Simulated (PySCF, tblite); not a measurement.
Isomers of C3H6NSi2 (doublet state), one GFN2-xTB conformer each. Single-point energies are computed at B3LYP/pcH-1 (PySCF, gas phase, no added dispersion term), electronic only. GFN2-xTB treats the open shell by occupation alone, and not every SCF solution was tested for stability.

| SMILES | GFN2-xTB relative energy (kJ/mol) |
| --- | --- |
| N#C[C@@H]1[SiH]C[SiH2]1 | 0.0 |
| N#CC1[SiH2][CH][SiH2]1 | 39.2 |

Conformers: `[N:1]#[C:2][CH:3]1[SiH2:4][CH:5][SiH2:6]1` (doublet state) with C2–C3–Si4–C5 -126°, C3–Si4–C5–Si6 8°, Si4–C5–Si6–C3 -8°, C2–C3–Si6–C5 126°.

Q: What does B3LYP/pcH-1 give for the same structures?

A: 
| SMILES | B3LYP/pcH-1 E (Eh) | B3LYP/pcH-1 (kJ/mol) | GFN2-xTB (kJ/mol) | point group |
| --- | --- | --- | --- | --- |
| N#C[C@@H]1[SiH]C[SiH2]1 | -751.63848 | 0.0 | 0.0 | – |
| N#CC1[SiH2][CH][SiH2]1 | -751.61902 | 51.1 | 39.2 | Cs |

Both levels put the same isomer lowest. 

Q: What happens when harmonic zero-point energies from GFN2-xTB frequencies are added?

A: 
| SMILES | ZPE (kJ/mol) | electronic (kJ/mol) | with ZPE (kJ/mol) |
| --- | --- | --- | --- |
| N#C[C@@H]1[SiH]C[SiH2]1 | 197.1 | 0.0 | 0.0 |
| N#CC1[SiH2][CH][SiH2]1 | 185.7 | 51.1 | 39.6 |

The zero-point energies span 11.4 kJ/mol. The order is unchanged.
